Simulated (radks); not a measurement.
Q: The table gives one normalised radial function P(r) = r R(r) of F3+ in [He] 2s1.5 2p2.5 (r in bohr). Method: non-relativistic Kohn-Sham, BLYP, spin-polarised, spherical densities, point nucleus; open shells are filled with parallel spins first; computed with a radial shooting solver on a logarithmic mesh with Libxc functionals.

r          P
0.01014   0.1305
0.01249   0.1572
0.01525   0.1872
0.01863   0.2216
0.02275   0.2604
0.02779   0.3033
0.03394   0.3493
0.04146   0.3967
0.05104   0.4444
0.06234   0.4843
0.07614   0.5121
0.093     0.5201
0.1136    0.4989
0.1387    0.4383
0.1695    0.3293
0.2086    0.1585
0.2548   -0.0597
0.3113   -0.3187
0.3802   -0.5941
0.4643   -0.8487
0.5672   -1.0377
0.6927   -1.1202
0.8529   -1.0711
1.042    -0.9063
1.272    -0.6709
1.554    -0.4267
1.898    -0.2277
2.318    -0.0987
2.832    -0.0332

Which n and l does it have? It may be an empty orbital.

A: n = 2, l = 0: the number of nodes gives n - l - 1 = 1, the rise at small r (about r^(l+1)) gives l, and the extent must fit the shell. The curve is that of 2s up; the table hardly tells the two spins apart. 2s up: eigenvalue -93.410 eV, 1 radial node at r = 0.242 bohr, <r> = 0.871 bohr, 90 % of the charge inside 1.36 bohr.
